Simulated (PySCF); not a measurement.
**Simulated characterisation data**

Computed data (PySCF): NMR shieldings at PBE0/pcSseg-1/GIAO, GFN2-xTB structure. Gas phase, relativity neglected, rapidly exchanging positions averaged, single conformer.

References, each an isolated molecule treated in the same way: 1H (31.72 ppm) and 13C (186.93 ppm) against TMS. Splittings of carbon signals by F and P are missing where no couplings were computed. Where no couplings were computed, multiplicities follow the n + 1 count of equivalent neighbours, and m marks all less simple cases (inequivalent or close neighbours, rings, F or P nearby). Acid and N–H amide carbonyl carbons lie up to 10 ppm further downfield in solution (hydrogen bonding). Shifts are as computed. Against solution values, carbons near 30 ppm lie about +3 ppm off and those near 130 ppm about +5 ppm. Of 1211 compounds with measured shifts, 218 miss one by over three times the rms of a fit or turn the order of signals round; such compounds aren't used in these exercises. OH and NH positions are gas-phase values without hydrogen bonding to other molecules.

**1.** SMILES F/C=C\C#CC(=O)O, C$_{5}$H$_{3}$FO$_{2}$. 1H NMR (400 MHz, computed): δ 7.11 (m, 1H), 6.37 (br s, 1H), 5.26 (m, 1H). 13C{1H} NMR (computed): δ 171.5 (CH), 158.3 (C), 96.0 (CH), 95.4 (C), 86.1 (C).

**2.** `InChI=1S/C5H3FO2/c1-4(6)2-3-5(7)8/h1H2,(H,7,8)`. 1H NMR (400 MHz, computed): δ 6.43 (br s, 1H), 5.85 (m, 1H), 5.78 (m, 1H). 13C{1H} NMR (computed): δ 157.7 (C), 156.5 (C), 119.8 (CH2), 90.9 (C), 85.9 (C).
